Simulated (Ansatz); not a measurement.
Program: Ansatz. Geometries: PBE0-D4/def2-TZVP. ΔE: electronic, gas phase. CCSD(T)/CBS adds triple-zeta CCSD(T) − MP2 to the extrapolated MP2 energy (def2 sets, frozen cores). This one scheme is used for every species. DFT in def2-TZVPP. B3LYP here is the variant with VWN-RPA as its local correlation; programs differ in this. Each species was taken in one conformer, which may not be the lowest.

Consider the cleavage of the Si–Si bond: `N[SiH](F)[SiH2]F` + `CNC` → `CN(C)[SiH](N)F` + `F[SiH3]`.

| level | ΔE (kJ/mol) | difference from CCSD(T)/CBS |
| --- | --- | --- |
| PBE-D4 | -72.4 | 22.9 |
| ωB97X-V | -88.9 | 6.4 |
| ωB97M-V | -96.7 | -1.4 |
| PBE | -68.2 | 27.1 |
| B3LYP | -83.5 | 11.8 |
| MP2/def2-TZVPP | -106.6 | -11.3 |
| CCSD(T)/def2-TZVPP | -97.8 | -2.5 |
| HF/def2-QZVPP | -100.0 | -4.7 |
| SCS-MP2/def2-QZVPP | -103.1 | -7.8 |
| CCSD/CBS(def2) | -95.3 | 0.0 |
| CCSD(T)/CBS | -95.3 | 0 |

Largest T1 diagnostic among the species: 0.012.

The D4 term adds −6.3 kJ/mol with B3LYP and −3.6 kJ/mol with PBE0; it sums over pairs of atoms, weighted by their polarisabilities, and B3LYP, whose exchange is more repulsive, gets the larger term. From PBE to PBE0 (25 % exact exchange), in def2-TZVPP and without D4, ΔE moves by −8.6 kJ/mol.
